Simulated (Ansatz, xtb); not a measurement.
**Two structures of HLiO3Si**

Structure I is a singlet given by its coordinates and structure II is a singlet given by its coordinates. Both are isolated molecules in the gas phase, relaxed with B3LYP/6-31G*.

I (Å):

```yaml
atoms:
  - { symbol: Li, position_ang: [0.7585, -1.1887, -1.0221] }
  - { symbol: O, position_ang: [-0.2114, 0.4548, -0.8701] }
  - { symbol: O, position_ang: [0.0704, -1.5494, 0.5854] }
  - { symbol: O, position_ang: [-1.6395, 0.6475, 1.5405] }
  - { symbol: Si, position_ang: [-0.7072, -0.1811, 0.6572] }
  - { symbol: H, position_ang: [-0.5471, 1.3281, -1.1169] }
```

Close contacts (Å): Li1–O2 1.91, Li1–O3 1.79, Li1–Si5 2.45, O2–Si5 1.73, O3–Si5 1.58, O4–Si5 1.53, O2–H6 0.97.

II (Å):

```xyz
6

Li   -1.9011    0.8311   -2.4647
O    -2.9095   -0.0641   -1.0929
O    -0.6678    1.3033   -1.0743
O    -1.5764    0.2499    1.3768
Si   -1.7147    0.4928   -0.2361
H    -2.3045   -0.2716    1.7503
```

Close contacts (Å): Li1–O2 1.92, Li1–O3 1.92, Li1–Si5 2.26, O2–Si5 1.57, O3–Si5 1.57, O4–Si5 1.64, O4–H6 0.97.

Energies in hartree; the thermal terms are from B3LYP/6-31G* harmonic frequencies (ideal gas, rigid rotor, one conformer each, 298.15 K, 1 atm) and include the zero-point energy:

```
                               I           II
E, CCSD(T)/def2-TZVP  −522.738851  −522.748317
   zero-point energy     0.024059     0.023927
        H(298 K) − E     0.030418     0.030289
        G(298 K) − E    −0.004365    −0.004446
```

Task: Work out ΔE, ΔE₀, ΔH and ΔG for I → II in kJ/mol (1 Eh = 2625.50 kJ/mol) and the equilibrium ratio [II]/[I].

Result: 1. ΔE = −522.748317 − (−522.738851) = −0.009466 Eh = −24.85 kJ/mol.
2. ΔE₀ = ΔE + ΔZPE = −0.009466 + (−0.000132) Eh = −25.20 kJ/mol.
3. ΔH = ΔE + (−0.000129) Eh = −25.19 kJ/mol.
4. ΔG = ΔE + (−0.000081) Eh = −25.07 kJ/mol, so ΔS = (ΔH − ΔG)/T = −0.4 J/(mol K).
5. kT = 0.9442 mEh, so K = [II]/[I] = exp(−ΔG/kT) = exp(+10.11) ≈ 2.5 × 10^4.

Structure II is favoured at this temperature. An error of 4 kJ/mol in ΔG would change K by a factor of 5. Mirror images and further conformers aren't counted.

Other levels gave ΔE = −19.9 (B3LYP/6-31G*); −33.3 (HF/def2-TZVP); −23.9 (MP2/def2-TZVP) kJ/mol. The correlated steps freeze 8 core orbitals; the last core shell of Li is correlated, in a basis made for valence electrons. Programs: Ansatz 0.2.0.
